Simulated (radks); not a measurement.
The numbers below are computed, except where a source is named.
Species: Au IV. Configuration: [Xe] 4f14 5d8. Level of theory: scalar-relativistic Kohn-Sham, r2SCAN, spin-unpolarised, spherical densities, finite nucleus; meta-GGA in the generalised Kohn-Sham scheme; Fermi nuclear charge, rms radius 5.4371 fm (a radial shooting solver on a logarithmic mesh with Libxc functionals).

Normalised radial functions P(r) = r R(r), r in bohr:

r              4s       5s
0.001845   0.2818   0.1253
0.002887   0.3671   0.1633
0.004555   0.4490   0.1996
0.007187   0.4845   0.2152
0.01134    0.3979   0.1764
0.01789    0.1012   0.0438
0.028     -0.3847  -0.1725
0.04418   -0.7496  -0.3318
0.0697    -0.3372  -0.1392
0.11       0.8090   0.3689
0.1735     0.8169   0.3065
0.2716    -1.0719  -0.5463
0.4285    -1.7866  -0.3206
0.676     -0.6417   1.0114
1.067     -0.0564   1.0533
1.683     -0.0008   0.3001
2.655     0.0000   0.0218
4.156     0.0000   0.0002
6.557     0.0000   0.0000

4s: eigenvalue -777.78 eV, 3 radial nodes at r = 0.0199, 0.0805, 0.216 bohr, <r> = 0.407 bohr, 90 % of the charge inside 0.583 bohr. 5s: eigenvalue -146.91 eV, 4 radial nodes at r = 0.0198, 0.0796, 0.206, 0.479 bohr, <r> = 0.927 bohr, 90 % of the charge inside 1.33 bohr.
